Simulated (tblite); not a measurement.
Run record: tight-binding relaxation, `FCC(F)(F)[C@H]([SiH3])[GeH3]`.

Computed with GFN2-xTB geometry optimisation, gas phase (tblite 0.8.0). Start geometry: from a force field or distance geometry. The input is one job of a driver script: a line of settings, then coordinates in Å.

Command:
```bash
OMP_NUM_THREADS=1 python probes_run.py task.json out
```

Input:
```
{"job": {"kind": "relax", "xc": "GFN2-xTB", "basis": "xTB"}, "charge": 0, "multiplicity": 1}
F      2.641900    -1.333400    -1.347600
C      1.800400    -1.090800    -0.254600
C      0.899900     0.010800    -0.638200
F      0.160100    -0.377100    -1.753700
F      1.671000     1.096500    -0.974000
C     -0.053100     0.440800     0.458300
Si    -1.142700    -0.970100     1.009500
Ge    -1.224300     1.786900    -0.307400
H      2.443000    -0.736900     0.617300
H      1.317600    -2.032100     0.061000
H      0.481000     0.793100     1.361200
H     -2.477100    -0.753300     0.438800
H     -0.670100    -2.261600     0.526200
H     -1.315700    -0.983800     2.471700
H     -1.148200     3.068300     0.522400
H     -0.728700     2.126600    -1.728400
H     -2.662100     1.228100    -0.472200
```

Output:
```
step      E/eV     max force
  0    -784.76224    2.377
  1    -784.94758    0.859
  2    -785.03671    0.617
  3    -785.08688    0.547
  4    -785.12150    0.489
  5    -785.14299    0.352
  6    -785.16146    0.319
  7    -785.17488    0.285
  8    -785.18503    0.290
  9    -785.19243    0.208
... (135 lines left out)
145    -785.37081    0.039
146    -785.37104    0.032
147    -785.37125    0.031
148    -785.37140    0.022
149    -785.37151    0.023
150    -785.37158    0.017
151    -785.37163    0.020
152    -785.37167    0.011
153    -785.37169    0.011
154    -785.37171    0.009
```

«max force» is the largest atomic force in eV/Å.

In short: energy lowered by 14.1 kcal/mol over 154 steps; largest atomic force 0.009 eV/Å at the end.

Question: Where do the atoms end?

Answer: 0.766 Å rms from the input after alignment:
```
atom  x, y, z in Å
F1     2.8073   -1.1831   -1.2868
C2     1.9016   -1.0345   -0.2780
C3     0.8547    0.0240   -0.6193
F4     0.1930   -0.3334   -1.7609
F5     1.4961    1.1903   -0.9668
C6    -0.1429    0.3150    0.4665
Si7   -1.2944   -1.1541    0.8504
Ge8   -1.1466    1.9071   -0.1810
H9     2.4524   -0.7316    0.6174
H10    1.4107   -2.0004   -0.1304
H11    0.4125    0.5896    1.3654
H12   -1.8717   -1.6615   -0.3899
H13   -0.4976   -2.1900    1.5211
H14   -2.3259   -0.6616    1.7628
H15   -0.2673    3.1131   -0.2108
H16   -1.7103    1.6520   -1.5343
H17   -2.2787    2.1710    0.7647
```

Question: How long does this job take on an Arm Neoverse N1 with one thread, no GPU, on a shared host?

Answer: About 2.1 s.
Labels such as C1 count atoms from 1, the log's own numbers from 0.
